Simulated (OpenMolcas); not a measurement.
Ge I: Slater's ratio, worked from levels

```yaml
Program: OpenMolcas 26.06
Basis: ANO-RCC-VTZP [6s5p3d1f]
Scalar_Hamiltonian: DKH2, point nucleus
Active_space: 4 electrons in 9 orbitals (RAS2 4s 4p; RAS3 4d, at most 2 electrons)
State_averaging: 2S+1 = 3 even, 3 roots; 2S+1 = 1 even, 6 roots; 2S+1 = 5 odd, 1 root; 2S+1 = 3 odd, 5 roots
Spin-orbit_coupling: state interaction with AMFI integrals over the reference wave functions, term energies averaged over their components
```

Methods: RASSCF; SS-RASPT2, IPEA 0.25 Eh, imaginary shift 0.1 Eh (closed shells correlated: 3d). Measured levels: NIST Handbook of Basic Atomic Spectroscopic Data.

**Slater's ratio.** With one set of orbitals, p2 has 1D - 3P = 6 F2 and 1S - 1D = 9 F2 (F2 = F²/25), a ratio of 3/2. Term energies are centres of gravity, weighted by 2J + 1.

| Source | 1D - 3P | 1S - 3P | F2 from the first | Ratio |
| --- | --- | --- | --- | --- |
| RASSCF | 8583 | 19520 | 1430 | 1.274 |
| SS-RASPT2 | 8130 | 18072 | 1355 | 1.223 |
| measured | 6156 | 15398 | 1026 | 1.501 |

Energies in cm-1. A ratio away from 3/2 shows effects beyond one configuration with one set of orbitals, and in heavier atoms second-order spin-orbit shifts.

Active for correlation alone: 4d; no level in the range computed is led by a configuration that fills it, so any true level of that kind is missing. Without dynamic correlation excited terms often stand tens of per cent too high (terms of higher spin than the ground term too low), and those without a measured partner can miss by more than the paired ones (holds for RASSCF). Some terms miss by over 15 % even with CASPT2, which points to a basis or an active space too small for the shells correlated (holds for SS-RASPT2). Computed and measured levels are paired by configuration, term and J; levels that our copy of the source lacks, or whose pairing is in doubt (as where it misses far off the trend of its configuration), stay unpaired and out of the deviations. Levels of configurations outside the active space are missing.
